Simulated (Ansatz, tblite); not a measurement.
Removing an electron: Si(vinyl)2F2 (C₄H₆F₂Si). Total charge 0; singlet. Geometry: r2SCAN-D4/def2-SVP. Ansatz, gas phase; energy differences of separate SCF runs; the oxidised species was run as a doublet alone.

```
atom   x (Å)   y (Å)   z (Å)
 Si1  -0.377  -0.272  -0.423
  C2  -0.514  -0.614   1.387
  C3  -1.662  -0.425   2.057
  H4   0.366  -0.974   1.940
  H5  -2.566  -0.067   1.549
  H6  -1.751  -0.622   3.132
  C7   0.931   0.931  -0.921
  C8   1.909   0.597  -1.779
  H9   0.923   1.947  -0.500
 H10   1.959  -0.403  -2.224
 H11   2.694   1.304  -2.074
 F12  -1.838   0.243  -0.908
 F13  -0.075  -1.645  -1.236
```

The xTB rows come from tblite. Correlated methods freeze 11 core orbitals. The rows differ in basis, and correlated rows in double-zeta sets carry the largest basis error. In CCSD on the charge 1 doublet the largest single amplitude is 0.27, so its Hartree–Fock determinant may place the open shell otherwise than the density functionals do.

Question: Estimate orbital energies and vertical ionisation energies at: GFN1-xTB; GFN2-xTB; PBE-D4/def2-TZVP; r2SCANh-D4/def2-TZVP; PBE0-D4/def2-TZVP; MP2/def2-SVP; CCSD/def2-SVP; CCSD(T)/def2-SVP.

Answer: 
```json
{"level": "GFN1-xTB", "−HOMO (eV)": "11.80", "vertical IE (eV)": "14.46", "−LUMO (eV)": "7.64", "HOMO–LUMO gap (eV)": "4.15", "remarks": "–"}
{"level": "GFN2-xTB", "−HOMO (eV)": "11.15", "vertical IE (eV)": "13.88", "−LUMO (eV)": "7.01", "HOMO–LUMO gap (eV)": "4.13", "remarks": "–"}
{"level": "PBE-D4/def2-TZVP", "−HOMO (eV)": "7.15", "vertical IE (eV)": "9.90", "−LUMO (eV)": "2.17", "HOMO–LUMO gap (eV)": "4.98", "remarks": "–"}
{"level": "r2SCANh-D4/def2-TZVP", "−HOMO (eV)": "7.80", "vertical IE (eV)": "10.03", "−LUMO (eV)": "1.62", "HOMO–LUMO gap (eV)": "6.18", "remarks": "–"}
{"level": "PBE0-D4/def2-TZVP", "−HOMO (eV)": "8.28", "vertical IE (eV)": "10.16", "−LUMO (eV)": "1.19", "HOMO–LUMO gap (eV)": "7.09", "remarks": "–"}
{"level": "MP2/def2-SVP", "−HOMO (eV)": "–", "vertical IE (eV)": "10.74", "−LUMO (eV)": "–", "HOMO–LUMO gap (eV)": "–", "remarks": "restricted SCF unstable (singlet)"}
{"level": "CCSD/def2-SVP", "−HOMO (eV)": "–", "vertical IE (eV)": "10.54", "−LUMO (eV)": "–", "HOMO–LUMO gap (eV)": "–", "remarks": "restricted SCF unstable (singlet)"}
{"level": "CCSD(T)/def2-SVP", "−HOMO (eV)": "–", "vertical IE (eV)": "10.60", "−LUMO (eV)": "–", "HOMO–LUMO gap (eV)": "–", "remarks": "restricted SCF unstable (singlet)"}
```

Run but left out: HF/def2-SVP (singlet: restricted singlet, unstable towards broken spin symmetry).  Raw xTB energy differences between charge states are shifted by several eV; the methods need an empirical correction for them.
